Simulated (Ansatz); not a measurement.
Isomers of CaO$_{2}$⁻ (doublet), relaxed with PBE0-D4/def2-TZVPD; total energies from Ansatz at B2PLYP/def2-TZVPD.

| isomer | description | energy (Eh) |
| --- | --- | --- |
| A | point group C2v; 2 × Ca–O 2.03 Å; 1 × O–O 1.49 Å | -827.82730 |
| B | point group D∞h; 2 × Ca–O 1.98 Å | -827.83781 |

Correlated methods freeze 7 core orbitals; core or outer-core shells of Ca are correlated, in sets that lack core-valence functions.

The isomers come from a short search, and lower ones may exist.

**Question.** Work out the relative energies (1 Eh = 2625.5 kJ/mol) and the Boltzmann populations at 500 K from electronic energies alone (R = 8.314 J/mol/K).

**Answer.** ΔE: A 27.6, B 0.0 kJ/mol. RT = 4.16 kJ/mol. Factors exp(−ΔE/RT): A 0.00131, B 1; sum 1.001. Populations: A 0.1 %, B 99.9 %. Zero-point energy, vibrational entropy and symmetry numbers are left out and can shift these; an error of 4 kJ/mol changes a ratio by a factor of 2.6. Over the other density-functional and correlated levels in def2 sets, the gap between B and A ranges from 17 to 57 kJ/mol.
